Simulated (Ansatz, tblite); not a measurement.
Removing an electron: GaP2⁻ (the lowest singlet isomer of a short search). Total charge -1; singlet. Geometry: r2SCAN-D4/def2-TZVPD. Ansatz, gas phase; energy differences of separate SCF runs; the oxidised species was run as a doublet alone.

| atom | x (Å) | y (Å) | z (Å) |
| --- | --- | --- | --- |
| Ga1 | 0.5294 | -0.9913 | -0.9632 |
| P2 | 0.5880 | 1.0527 | 0.3771 |
| P3 | -1.1175 | -0.0614 | 0.5862 |

The xTB rows come from tblite. Correlated methods freeze 19 core orbitals; core or outer-core shells of Ga are correlated, in sets that lack core-valence functions. In CCSD on the charge 0 doublet the largest single amplitude is 0.23, so its Hartree–Fock determinant may place the open shell otherwise than the density functionals do. The structure comes from a short search, and lower isomers may exist.

| level | −HOMO (eV) | vertical IE (eV) | −LUMO (eV) | HOMO–LUMO gap (eV) | remarks |
| --- | --- | --- | --- | --- | --- |
| GFN2-xTB | 3.63 | 6.11 | 3.15 | 0.48 | – |
| PBE-D4/def2-TZVPD | -0.61 | 1.92 | -1.37 | 0.76 | HOMO above zero (-1 singlet) |
| r2SCAN-D4/def2-TZVPD | -0.44 | 1.96 | -1.38 | 0.94 | HOMO above zero (-1 singlet) |
| PBE0-D4/def2-TZVPD | 0.24 | 1.97 | -2.14 | 2.38 | – |
| CCSD/def2-TZVPPD | – | 1.93 | – | – | large T1 (0.058) (doublet), restricted SCF unstable (-1 singlet), spin-contaminated (⟨S²⟩ 1.18) (doublet) |
| CCSD(T)/def2-TZVPPD | – | 2.00 | – | – | large T1 (0.058) (doublet), restricted SCF unstable (-1 singlet), spin-contaminated (⟨S²⟩ 1.18) (doublet) |

Run but left out: HF/def2-TZVPPD (singlet: restricted singlet, unstable towards broken spin symmetry); MP2/def2-TZVPPD (neutral doublet: ⟨S²⟩ 1.18, where a pure state has 0.75).  A HOMO above zero means that the electron is unbound at that level or that self-interaction error raises the level; the energy of removing that electron tells which. Raw xTB energy differences between charge states are shifted by several eV; the methods need an empirical correction for them.
